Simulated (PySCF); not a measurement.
Spectroscopy problems

[PySCF: geometry: GFN2-xTB; PBE0/pcSseg-1 with gauge-including orbitals; gas phase; one conformer; equivalent nuclei averaged; relativity neglected]

References, each an isolated molecule treated in the same way: ¹H and ¹³C against TMS. Splittings of carbon signals by F and P are missing where no couplings were computed. Where no couplings were computed, multiplicities follow the n + 1 count of equivalent neighbours, and m marks all less simple cases (inequivalent or close neighbours, rings, F or P nearby). Shifts are as computed. Against solution values, carbons near 30 ppm lie about +3 ppm off and those near 130 ppm about +5 ppm. Of 1211 compounds with measured shifts, 218 miss one by over three times the rms of a fit or turn the order of signals round; such compounds aren't used in these exercises.

**Question.** C6H11FOSi. ¹H NMR (400 MHz, computed): δ 6.24 (br s, 1H), 5.71 (br s, 1H), 5.40 (m, 1H), 4.57 (m, 1H), 4.29 (m, 1H), 2.28 (s, 3H), 2.21 (s, 3H). ¹³C{¹H} NMR (computed): δ 215.9 (C), 148.8 (C), 139.1 (CH2), 99.9 (CH), 31.8 (CH3), 28.8 (CH3). Identify the compound.

**Answer.** `C=C(C)[SiH2][C@H](F)C(C)=O`. The formula gives 2 degrees of unsaturation (no ring in the answer). 6 carbon signals for 6 carbons: no two carbons are equivalent. Carbon types of the structure: 2 × C, 1 × CH, 1 × CH2, 2 × CH3, leaving 2 H on heteroatoms. δC 215.9: ketone carbonyl carbon; the double bond to the heteroatom, with no lone-pair donor beside it, deshields it most. δC 148.8: fully substituted alkene carbon; as expected for a trigonal carbon in a double bond. δC 139.1: terminal =CH2 carbon; as expected for a trigonal carbon in a double bond. δC 99.9: sp3 CH bonded to F and Si, α to a carbonyl; the inductive effect lowers its shielding.

This is the structure that produced the data.

**Question.** C7H7FNP. ¹H NMR (400 MHz, computed): δ 8.97 (d, 1H), 8.95 (m, 1H), 8.09 (m, 1H), 7.46 (m, 1H), 2.39 (m, 3H). ¹³C{¹H} NMR (computed): δ 242.3 (C), 160.2 (CH), 155.5 (CH), 147.1 (CH), 142.5 (C), 128.0 (CH), 25.6 (CH3). Identify the compound.

**Answer.** SMILES C/C(F)=P\c1cccnc1. 7 carbon signals for 7 carbons: no two carbons are equivalent. Carbon types of the structure: 2 × C, 4 × CH, 1 × CH3, which accounts for all hydrogens. δC 242.3: carbon double-bonded to a heavier main-group atom. δC 160.2, 155.5: aromatic CH next to a ring nitrogen; the adjacent pyridine-type nitrogen withdraws density from it. δC 147.1, 128.0: aromatic CH. δH 8.97, 8.95: hydrogen on an aromatic CH next to a ring nitrogen; ring current plus the neighbouring ring nitrogen.

The shifts were computed for this structure.
